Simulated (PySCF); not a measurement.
# Energy of Cr(2+) (chromium, charge +2) between two integer charges

The 3d alpha orbital of [Ar] 3d4 is emptied in steps (occupation f), with all orbitals relaxed, ending at [Ar] 3d3. All numbers are calculated (PySCF 2.14, the spin-free X2C one-electron Hamiltonian (Gaussian nucleus), in x2c-TZVPall (6s5p4d1f, 48 functions)). The exact energy is a straight line in f; departures are measured from the line between the end points of the same method.

```tsv
f	BHandHLYP (eV)	wB97X (eV)	CAM-B3LYP (eV)
1	0.000	0.000	0.000
0.9	-0.268	-0.255	-0.356
0.7	-0.632	-0.601	-0.839
0.5	-0.759	-0.723	-1.009
0.3	-0.643	-0.613	-0.855
0.1	-0.278	-0.265	-0.370
0	0.000	0.000	0.000
```

| method | E(f=0) − E(f=1) (eV) | −ε at f=1 (eV) | −ε at f=0.5 (eV) |
| --- | --- | --- | --- |
| BHandHLYP | 30.884 | 27.917 | 30.852 |
| wB97X | 30.904 | 28.093 | 30.870 |
| CAM-B3LYP | 31.284 | 27.350 | 31.238 |

Orbital energy along the path (eV):

```
  f  BHandHLYP    wB97X  CAM-B3LYP
  1    -27.917  -28.093    -27.350
0.9    -28.484  -28.624    -28.101
0.7    -29.651  -29.725    -29.644
0.5    -30.852  -30.870    -31.238
0.3    -32.083  -32.048    -32.876
0.1    -33.342  -33.248    -34.553
  0    -33.986  -33.854    -35.408
```

Reference removal energy between the ground levels: 30.959 ± 0.025 eV (measured; NIST Atomic Spectra Database, ionization energies). The calculation has no spin-orbit coupling. The determinant left behind need not be the lowest term of the ion.
